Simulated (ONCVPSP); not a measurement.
How hard is this Bi (Z = 83) ONCV potential?

bismuth (Bi), optimised norm-conserving Vanderbilt (ONCV), made with ONCVPSP 4.0.1 (PBE, scalar-relativistic). Core [Kr] 4d10 4f14, reference 5s2 5p6 5d10 6s2 6p3. Waves: 5s+6s: rc 1.30 bohr, ncon 3, nbas 6, qcut 8.7 1/bohr, 2 projectors; 5p+6p: rc 1.25 bohr, ncon 3, nbas 7, qcut 9.4 1/bohr, 2 projectors; 5d: rc 1.60 bohr, ncon 3, nbas 8, qcut 7.7 1/bohr, 1 projector. Local part: polynomial inside 1.10 bohr (lpopt 5, dvloc0 6 Ha). Core correction: Teter function, fcfact 3.25, rcfact 1.55.

Problem. For each optimised wave give the share of its norm inside rc, the residual kinetic energy above qcut (Ha) and the cutoffs (Ha) for errors of 10, 1, 0.1 and 0.01 mHa per electron.

Solution.

```csv
wave,norm inside rc,residual KE,10 mHa,1 mHa,0.1 mHa,0.01 mHa
5s,0.949,3.7e-05,24.6,30.3,35.0,69.2
6s,0.086,4.4e-05,23.0,30.4,35.7,67.2
5p,0.841,4.1e-05,25.2,34.8,41.4,109.9
6p,0.034,1.4e-05,12.1,29.6,38.3,45.9
5d,0.808,3.3e-05,20.0,24.4,27.8,52.5
```

The occupied waves need 35 Ha and 41 Ha for 1 and 0.1 mHa.
